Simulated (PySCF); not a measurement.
(3S)-3-fluoro-2-methylbut-1-ene (C₅H₉F), SMILES C=C(C)[C@H](C)F.

The structure is a stationary point at ωB97X-D3(BJ)/def2-SVP. Other conformers were not sampled.

Vertical ionisation energy (IE) and electron affinity (EA) in eV. Rows of orbital energies are one-electron estimates. Where ΔSCF, EOM or ADC give a negative EA the extra electron is unbound and the value depends on the basis.

```json
[
 {"level": "−ε(HOMO), −ε(LUMO), HF/def2-TZVP (PySCF)", "IE": "?", "EA": "?"},
 {"level": "−ε(HOMO), −ε(LUMO), PBE/def2-TZVP (PySCF)", "IE": "6.15", "EA": "0.74"}
]
```

Task: What belongs in the gaps? (Estimate from the structure and the level; the computed values follow.)

Result: 
- −ε(HOMO), −ε(LUMO), HF/def2-TZVP (PySCF), IE: 9.70
- −ε(HOMO), −ε(LUMO), HF/def2-TZVP (PySCF), EA: -3.59
